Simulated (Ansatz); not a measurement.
Relaxation of C₂H₁₁OPSi₂ (17 atoms, charge 0, multiplicity 1), to a largest force component of 0.02 eV/Å in at most 50 steps.

All numbers below come from RKS PBE/6-31G* (Ansatz 0.2.0).

```xyz
17
Properties=species:S:1:pos:R:3
O -2.361 0.334 0.695
C -1.735 -0.567 -0.154
Si 0.096 -0.701 0.021
P 0.857 -2.548 -1.049
C 1.091 0.698 -0.692
Si 0.754 2.218 0.349
H -2.369 0.037 1.599
H -2.158 -1.522 0.019
H -1.959 -0.273 -1.145
H 0.480 -0.948 1.482
H 2.077 -2.627 -0.481
H 0.245 -3.487 -0.127
H 2.111 0.507 -0.676
H 0.787 0.896 -1.702
H -0.623 2.696 0.148
H 1.690 3.318 -0.039
H 0.998 1.969 1.794
```

Problem. Where does it end, and by what steps?

Solution. The run converged. After 12 steps the energy has fallen by 0.660 eV; H17 moved furthest, 0.66 Å.

```json
{"step": "0", "energy less start (eV)": "0.0000", "largest force component (eV/Å)": "2.409", "accepted": "yes"}
{"step": "1", "energy less start (eV)": "-0.4563", "largest force component (eV/Å)": "0.958", "accepted": "yes"}
{"step": "2", "energy less start (eV)": "-0.5977", "largest force component (eV/Å)": "0.382", "accepted": "yes"}
{"step": "3", "energy less start (eV)": "-0.6093", "largest force component (eV/Å)": "0.619", "accepted": "yes"}
{"step": "4", "energy less start (eV)": "-0.6398", "largest force component (eV/Å)": "0.102", "accepted": "yes"}
{"step": "5", "energy less start (eV)": "-0.6469", "largest force component (eV/Å)": "0.073", "accepted": "yes"}
{"step": "6", "energy less start (eV)": "-0.6527", "largest force component (eV/Å)": "0.182", "accepted": "yes"}
{"step": "7", "energy less start (eV)": "-0.6563", "largest force component (eV/Å)": "0.118", "accepted": "yes"}
{"step": "8", "energy less start (eV)": "-0.6562", "largest force component (eV/Å)": "0.119", "accepted": "no"}
{"step": "9", "energy less start (eV)": "-0.6589", "largest force component (eV/Å)": "0.056", "accepted": "yes"}
{"step": "10", "energy less start (eV)": "-0.6594", "largest force component (eV/Å)": "0.065", "accepted": "yes"}
{"step": "11", "energy less start (eV)": "-0.6600", "largest force component (eV/Å)": "0.020", "accepted": "yes"}
{"step": "12", "energy less start (eV)": "-0.6601", "largest force component (eV/Å)": "0.017", "accepted": "yes"}
```

```xyz
17
Properties=species:S:1:pos:R:3
O -2.095 0.512 0.799
C -1.722 -0.590 -0.054
Si 0.171 -0.870 0.033
P 0.772 -2.651 -1.278
C 1.103 0.676 -0.532
Si 0.564 2.309 0.284
H -1.853 0.262 1.715
H -2.301 -1.508 0.183
H -2.018 -0.288 -1.074
H 0.487 -1.101 1.493
H 2.091 -2.750 -0.715
H 0.240 -3.646 -0.388
H 2.178 0.528 -0.316
H 1.012 0.784 -1.629
H -0.673 2.867 -0.345
H 1.663 3.323 0.103
H 0.361 2.144 1.762
```

Time of the run: 90 s on 2 threads of Arm Neoverse N1, with other jobs on the host, peak memory 0.19 GiB.
